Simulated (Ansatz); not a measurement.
```yaml
crystal:
  periodic: [false, false, false]
  atoms:
    - {symbol: Cl, position_ang: [-2.103198, -0.646682, 1.828697]}
    - {symbol: C, position_ang: [-1.205339, -0.144391, 0.345074]}
    - {symbol: C, position_ang: [0.128436, -0.900848, 0.287323]}
    - {symbol: C, position_ang: [1.109976, -0.183218, -0.657882]}
    - {symbol: Al, position_ang: [0.517151, 1.644212, -0.314420]}
    - {symbol: O, position_ang: [-1.021193, 1.223461, 0.340162]}
    - {symbol: H, position_ang: [-1.873523, -0.438787, -0.470101]}
    - {symbol: H, position_ang: [-0.058224, -1.942218, 0.012115]}
    - {symbol: H, position_ang: [0.538977, -0.908313, 1.301347]}
    - {symbol: H, position_ang: [2.146459, -0.444180, -0.442457]}
    - {symbol: H, position_ang: [0.925987, -0.455011, -1.704184]}
    - {symbol: H, position_ang: [0.971594, 3.140777, -0.491776]}
basis:
  gaussian: {orbitals: def2-TZVPP}
magnetization: {spin_polarized: true, initial_magnetization: 0}
hamiltonian: {xc: {name: TPSS}, pseudopotentials: {relativity: none}}
output: {forces: true}
```

```sh
$ ansatz run in.yaml --threads 4 --pin off --events-out ev --progress --plain --max-ram 10444MiB
```

Output, abridged:

```
Error: YAML parse error: error: line 19 column 19: hamiltonian.xc: no functional is named "TPSS"; the names, which are not case-sensitive, are SVWN5, SPW92, PBE, PBE0, PBEsol, revPBE, revPBE0, RPBE, rPW86-PBE, HSE06, wPBEh, LC-wPBE, HISS, HF, BLYP, B3LYP, B3LYP5, BHLYP, CAM-B3LYP, r2SCAN, r2SCANh, r2SCAN0, r2SCAN50, m-r2SCAN, B97, wB97, wB97X, wB97X-V, B97M-V, wB97M-V, B2PLYP, B2GP-PLYP, PBE0-DH, PBE-QIDH
17 |   gaussian: {orbitals: def2-TZVPP}
18 | magnetization: {spin_polarized: true, initial_magnetization: 0}
19 | hamiltonian: {xc: {name: TPSS}, pseudopotentials: {relativity: none}}
20 | output: {forces: true}
```

What is wrong with this run?

The method's name isn't one that the program takes here. The input was rejected before any iteration.

HSE06 is defined as in plane-wave codes.
